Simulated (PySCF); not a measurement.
Coordinates in bohr (charge 0 multiplicity 2):
```
Sn    0.0000    0.0000   -0.6281
O     0.0000    0.0000   -4.1368
Cl    0.0000    0.0000    4.0449
```

All numbers come from UPBE0 in PySCF with Sn def2-TZVP with ECP28, O def2-TZVP, Cl def2-TZVP; scalar-relativistic core potentials, no spin–orbit coupling; density-fitted integrals.

This geometry of SnOCl is a stationary point at this level.

Q: What is the point group?

A: C∞v.

Q: Is it a minimum?

A: No: it has 2 imaginary modes (one degenerate set), at 158i cm⁻¹ (π).

Q: List the harmonic modes with their infrared intensities.

A: 
| symmetry | ω (cm⁻¹) | IR (km/mol, summed over degenerate members) |
| --- | --- | --- |
| π | 158i | – |
| σ+ | 276 | 38.7 |
| σ+ | 706 | 17.4 |

Q: What are the dipole moment and the gap between the highest occupied and lowest empty levels of either spin?

A: 0.95 D and 3.03 eV.

Q: Give the atomic charges and bond orders.

A: 
```json
{"atom": "Sn1", "Mulliken": "0.85", "Löwdin": "0.45", "polar tensor": "0.75", "spin (Mulliken)": "0.25", "Mayer order to Sn1": "–"}
{"atom": "O2", "Mulliken": "-0.52", "Löwdin": "-0.38", "polar tensor": "-0.32", "spin (Mulliken)": "0.47", "Mayer order to Sn1": "1.80"}
{"atom": "Cl3", "Mulliken": "-0.33", "Löwdin": "-0.07", "polar tensor": "-0.43", "spin (Mulliken)": "0.28", "Mayer order to Sn1": "0.88"}
```

In C∞v the vibrations span π + 2σ+.

Other isomers or separated fragments may lie lower. At this level a doublet minimum of Cs symmetry lies 73 kJ/mol below this structure. Spin–orbit coupling, left out here, can matter for elements this heavy.
